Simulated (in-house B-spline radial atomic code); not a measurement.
Orbital energies and mean radii along the 38-electron series, configuration 1s2 2s2 2p6 3s2 3p6 3d10 4s2 4p6 4d3/2(2). The effective charge is n√(-2ε), a non-relativistic measure. Computed with a radial B-spline atomic code at the basis-set limit: Dirac-Hartree-Fock, jj configuration that fills j = l - 1/2 first, finite nuclei.

```csv
ion,Z,energy of 3d3/2 (Eh),mean radius of 3d3/2 (bohr),energy of 4d3/2 (Eh),mean radius of 4d3/2 (bohr),energy of 4p1/2 (Eh),mean radius of 4p1/2 (bohr),energy of 3d5/2 (Eh),mean radius of 3d5/2 (bohr),effective charge of 3d3/2
Ce20+,58,-53.256,0.24818,-21.272,0.63833,-25.969,0.60704,-52.459,0.25199,30.961
Pr21+,59,-56.883,0.24215,-23.045,0.61775,-27.972,0.58929,-56.018,0.24599,31.998
Nd22+,60,-60.627,0.2364,-24.882,0.59852,-30.047,0.57252,-59.689,0.24026,33.035
Pm23+,61,?,?,?,?,?,?,?,?,?
Sm24+,62,-68.462,0.22565,-28.754,0.56355,-34.417,0.54159,-67.364,0.22957,35.104
Eu25+,63,?,?,?,?,?,?,?,?,?
Gd26+,64,-76.762,0.21581,-32.888,0.53254,-39.082,0.5137,-75.483,0.21979,37.171
Tb27+,65,-81.086,0.2112,-35.054,0.51831,-41.526,0.50074,-79.71,0.21521,38.204
Dy28+,66,?,?,?,?,?,?,?,?,?
Ho29+,67,-90.085,0.20252,-39.581,0.49205,-46.641,0.47657,-88.495,0.2066,40.268
Er30+,68,-94.76,0.19843,-41.943,0.47991,-49.313,0.46528,-93.054,0.20255,41.3
Tm31+,69,-99.552,0.1945,-44.371,0.46835,-52.062,0.45447,-97.724,0.19865,42.331
```

(1) Fill in the row of Pm23+.

(2) Fill in the row of Eu25+.

(3) Fill in the row of Dy28+.

(4) How does the screening of 3d3/2 change?

Results:

(1) energy of 3d3/2 (Eh): -64.486; mean radius of 3d3/2 (bohr): 0.2309; energy of 4d3/2 (Eh): -26.786; mean radius of 4d3/2 (bohr): 0.58049; energy of 4p1/2 (Eh): -32.196; mean radius of 4p1/2 (bohr): 0.55665; energy of 3d5/2 (Eh): -63.471; mean radius of 3d5/2 (bohr): 0.23479; effective charge of 3d3/2: 34.07.

(2) energy of 3d3/2 (Eh): -72.554; mean radius of 3d3/2 (bohr): 0.22063; energy of 4d3/2 (Eh): -30.789; mean radius of 4d3/2 (bohr): 0.5476; energy of 4p1/2 (Eh): -36.712; mean radius of 4p1/2 (bohr): 0.5273; energy of 3d5/2 (Eh): -71.368; mean radius of 3d5/2 (bohr): 0.22458; effective charge of 3d3/2: 36.138.

(3) energy of 3d3/2 (Eh): -85.527; mean radius of 3d3/2 (bohr): 0.20677; energy of 4d3/2 (Eh): -37.284; mean radius of 4d3/2 (bohr): 0.50484; energy of 4p1/2 (Eh): -44.046; mean radius of 4p1/2 (bohr): 0.48838; energy of 3d5/2 (Eh): -84.047; mean radius of 3d5/2 (bohr): 0.21082; effective charge of 3d3/2: 39.236.

(4) Z less the effective charge goes from 27.04 at Z = 58 to 26.67 at Z = 69.
